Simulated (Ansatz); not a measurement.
One change: `C[N](C)[Ga]([NH2])[NH2]` becomes `C[N](C)[Ga]([NH2])[SH]`.

Ansatz, PBE0-D4/def2-TZVP geometries, multiplicity 1. Each molecule was computed in one conformer, which needn't be the lowest.

Scalar relativity is left out up to krypton.

| property | `C[N](C)[Ga]([NH2])[NH2]` |
| --- | --- |
| HOMO–LUMO gap (PBE0/def2-TZVPP) / eV | 6.06 |
| LUMO energy (PBE0/def2-TZVPP) / eV | 0.20 |
| size of the dipole moment (ωB97M-V/def2-TZVPP) / D | 1.40 |
| LUMO energy (PBE/def2-TZVPP) / eV | -0.67 |
| size of the dipole moment (PBE/def2-TZVPP) / D | 1.30 |
| HOMO energy (PBE/def2-TZVPP) / eV | -4.57 |

(1) What does the change do to each property? (Best estimate.)

Answers

(1) Computed: 
```
                                          property  `C[N](C)[Ga]([NH2])[SH]`  shift
              HOMO–LUMO gap (PBE0/def2-TZVPP) / eV                      6.10   0.04
                LUMO energy (PBE0/def2-TZVPP) / eV                     -0.04  -0.24
size of the dipole moment (ωB97M-V/def2-TZVPP) / D                      1.88   0.48
                 LUMO energy (PBE/def2-TZVPP) / eV                     -0.92  -0.25
    size of the dipole moment (PBE/def2-TZVPP) / D                      1.88   0.58
                 HOMO energy (PBE/def2-TZVPP) / eV                     -4.87  -0.30
```

Dipoles are sizes alone; their direction can turn.
